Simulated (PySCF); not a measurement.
**Question.** Write Cartesian coordinates for `C=CCOc1ccccc1` as optimised with GFN2-xTB.

**Answer.** 
```xyz
20
C9H10O angstrom
C      3.538   -0.287   -1.091
C      2.270   -0.093   -0.785
C      1.803    0.689    0.412
O      0.562    1.329    0.204
C     -0.578    0.584    0.151
C     -0.662   -0.784    0.389
C     -1.890   -1.422    0.319
C     -3.038   -0.718    0.011
C     -2.957    0.645   -0.227
C     -1.741    1.292   -0.158
H      3.831   -0.865   -1.950
H      4.335    0.118   -0.491
H      1.480   -0.499   -1.402
H      1.758    0.037    1.298
H      2.503    1.501    0.630
H      0.216   -1.365    0.625
H     -1.939   -2.485    0.505
H     -3.989   -1.225   -0.044
H     -3.847    1.206   -0.470
H     -1.660    2.353   -0.339
```

Any rigid rotation of these coordinates is as good. Atoms count from 1 in this order. The 2 C–O bonds span 1.363 Å (O4–C5, drawn single) to 1.411 Å (C3–O4, drawn single), a spread of 0.048 Å. Of the pairs four or more bonds apart, C3···H16 is among the closest relative to their van der Waals radii: 2.60 Å, 90 % of the sum of Bondi's values. The 8 C–C bonds span 1.319 Å (C1=C2, drawn double) to 1.503 Å (C2–C3, drawn single), a spread of 0.184 Å. O4 (aryl ether oxygen) is bent (angle 119.6°).

Bonds between heavy atoms (Å): C1=C2 1.319, C2–C3 1.503, C3–O4 1.411, O4–C5 1.363, C5–C6 1.391, C6–C7 1.386, C7–C8 1.382, C8–C9 1.386, C9–C10 1.379, C5–C10 1.396.

Structure optimised with GFN2-xTB, isolated species.

Point group: C1 (no symmetry element, even within 0.4 Å). No GFN2-xTB frequencies stand behind this structure, so it isn't proved a minimum. One conformer, not necessarily the lowest (C1–C2–C3–O4 150°, C2–C3–O4–C5 72°, C3–O4–C5–C6 5°).

The numbers are calculated, not measured.
